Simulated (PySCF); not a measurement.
Homolysis of single bonds, series Ga Cl-Br. Isolated molecules, 0 K electronic values unless said otherwise. Strings in code marks are SMILES.

Level of theory: PBE-D3(BJ)/def2-TZVP // PBE0-D3(BJ)/def2-TZVP run with PySCF 2.14.0. 

| species | dipole moment (D) |
|---|---|
| radical fragment (`[Br][Ga][Cl]`) | 1.45 |
| whole molecule (`[Cl][Ga]([Br])[Br]`) | 0.31 |
| radical fragment (`[Br][Ga][Br]`) | ? |
| whole molecule (`[Ga]([Br])([Br])[Br]`) | 0.00 |

Some entries are withheld; supply them.


- radical fragment (`[Br][Ga][Br]`), dipole moment (D): 1.35
